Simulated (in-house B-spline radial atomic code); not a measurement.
# Ionising Tc³⁺ with different functionals

Computed with a B-spline radial code for spherical atoms: four-component Dirac-Coulomb Hamiltonian, Fermi nucleus of rms radius 4.41117 fm, spin-restricted, spherical fractional occupations for the functionals, and exact exchange of hybrids averaged over the configuration. The ionisation energy is the difference of two self-consistent energies, [Kr] 4d4 → [Kr] 4d3, without Breit or QED terms; ε is the level of the shell that loses the electron (mean over j). The electron is taken from both j subshells in proportion to 2j + 1, so the result is a j average, not the step between ground levels.

```
   method                    rung  ΔSCF (eV)  -ε(4d) (eV)
BHandHLYP           global hybrid          ?            ?
    B97-1           global hybrid          ?            ?
     PBE0           global hybrid      41.96        37.03
CAM-B3LYP  range-separated hybrid      42.00        38.56
```

Problem. What does B97-1 give?

Solution. ΔSCF 41.93 eV, and -ε(4d) = 36.68 eV.

Problem. What does BHandHLYP give?

Solution. ΔSCF 41.78 eV, and -ε(4d) = 38.79 eV.

Problem. Among the functionals, which spreads more, the ΔSCF values or the orbital energies?

Solution. The orbital energies: ΔSCF values span about 0.22 eV and the orbital energies 2.12 eV; here energy differences depend much less on the functional than eigenvalues do.

Problem. How do they compare with the NIST value?

Solution. NIST lists 41 eV ± 1.7 (tabulated theory, ground level to ground level). Errors run from +0.78 to +1.00 eV; all lie within about twice that uncertainty, so the table can't rank the methods.
